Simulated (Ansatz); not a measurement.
Total energies of SeO2F2 from Ansatz at PBE-D4/def2-TZVP, gas phase (1 Eh = 27.2114 eV = 2625.5 kJ/mol). The reference geometry is relaxed at r2SCAN-D4/def2-SVP.

```xyz
5

Se   -0.0884    0.1728   -0.0245
O     0.3141    1.3151    0.9980
O    -1.1226    0.2653   -1.2221
F    -0.4760   -1.2403    0.8945
F     1.3729   -0.5129   -0.6459
```

```json
{"state": "charge 0 singlet", "geometry": "reference", "energy (Eh)": "-2751.07801"}
{"state": "charge 1 doublet", "geometry": "reference", "energy (Eh)": "-2750.61204"}
{"state": "free Se atom (triplet)", "geometry": "–", "energy (Eh)": "-2401.12489"}
{"state": "free O atom (triplet)", "geometry": "–", "energy (Eh)": "-75.00967"}
{"state": "free F atom (doublet)", "geometry": "–", "energy (Eh)": "-99.66912"}
```

Task: Work out the vertical ionisation energy to the doublet.

Result: E(charge 1 doublet) − E(charge 0 singlet) = -2750.61204 − (-2751.07801) = 0.46597 Eh = 12.68 eV. For comparison, −ε of the highest occupied level is 8.89 eV at this level, 3.79 eV less.

Task: What is the binding energy per atom against free atoms?

Result: Atoms: 1 × (-2401.12489) + 2 × (-75.00967) + 2 × (-99.66912) = -2750.48247 Eh. Binding: -2750.48247 − (-2751.07801) = 0.59554 Eh = 16.21 eV, or 3.24 eV for each of 5 atoms (no zero-point energy, no counterpoise term).
